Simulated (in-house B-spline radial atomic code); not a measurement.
A run on an ion of nuclear charge 59 with 59.5 electrons that did not converge. Method: scalar-relativistic (X2C) SCAN, spin-polarised, spherical fractional occupations, Fermi nucleus of rms radius 4.8919 fm; computed with an all-electron radial atomic-structure program (B-spline basis).

Command:
```bash
python run_scf.py task.json out
```
Settings (nuclear radius in fm, mass in u):
```
Z                59
configuration    [Xe] 4f3.5 6s2
hamiltonian      x2c
method           scan,scan
spin_polarised   True
nucleus          fermi
rms_radius       4.8919
atomic_mass      140.90766
speed_of_light   137.035999084
```

First and last ten iterations of the last attempt (damped for 15 steps, keeping 80 % of the old Fock matrix, then DIIS):
```
 iter        energy (Eh)    residual
    1       -9232.431391    1.85e-01
    2       -9232.156059    3.49e-01
    3       -9234.769635    2.08e-01
    4       -9236.045071    1.32e-01
    5       -9236.635601    8.41e-02
    6       -9236.896694    6.01e-02
    7       -9237.008436    4.29e-02
    8       -9237.056425    3.00e-02
    9       -9237.079125    2.07e-02
   10       -9233.476697    1.60e-01
  111       -9119.495673    3.83e-01
  112       -9140.096362    2.63e-01
  113       -9140.905498    2.40e-01
  114       -9140.442785    2.54e-01
  115       -9225.260050    9.51e-01
  116       -9223.107714    7.94e-01
  117       -9223.054992    8.38e-01
  118       -9225.073423    7.41e-01
  119       -9227.201102    6.57e-01
  120       -9227.129628    6.63e-01
 not converged after 120 iterations
```

The smallest residual met was 1.5e-02; the threshold is about 6e-07. No energy from this run should be used. The likely cause: this method binds the added charge weakly or not at all at the basis-set limit, so charge moves back and forth between the atom and the box. Run time, properties included: 3.9 s on 1 thread of Arm Neoverse V1 (shared host).
